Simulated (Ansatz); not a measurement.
Reaction (formal exchange of groups at the Al–N bond): `[OH][AlH][NH][SiH3]` + `OC(O)Cl` → `[OH][AlH][Cl]` + `OC(O)N[SiH3]`

Isolated molecules relaxed with PBE0-D4/def2-TZVP in Ansatz; ΔE leaves out vibrations. CCSD(T)/CBS adds triple-zeta CCSD(T) − MP2 to the extrapolated MP2 energy (def2 sets, frozen cores). This one scheme is used for every species. Functionals use def2-TZVPP. One conformer a species, not always the lowest.

```
             level  ΔE (kcal/mol)
            PBE-D4          -18.0
           PBE0-D4          -19.6
           ωB97M-V          -19.6
            r2SCAN          -18.9
     HF/def2-TZVPP          -22.6
CCSD(T)/def2-TZVPP          -19.5
      HF/CBS(def2)          -22.3
     MP2/CBS(def2)          -19.4
```

Problem. What does CCSD(T)/CBS give? (An estimate is asked.)

Solution. Computed: -19.4 kcal/mol. The listed levels differ from it by 1.4, -0.2, -0.2, 0.5, -3.2, -0.1, -2.9, 0.0 kcal/mol.

Largest T1 diagnostic among the species: 0.012.

In def2-TZVPP, CCSD(T) changes the Hartree–Fock value by +3.1 kcal/mol (the triples alone add +0.7 kcal/mol) and MP2 by +3.1 kcal/mol. From PBE to PBE0 (25 % exact exchange), in def2-TZVPP and without D4, ΔE moves by −1.6 kcal/mol.
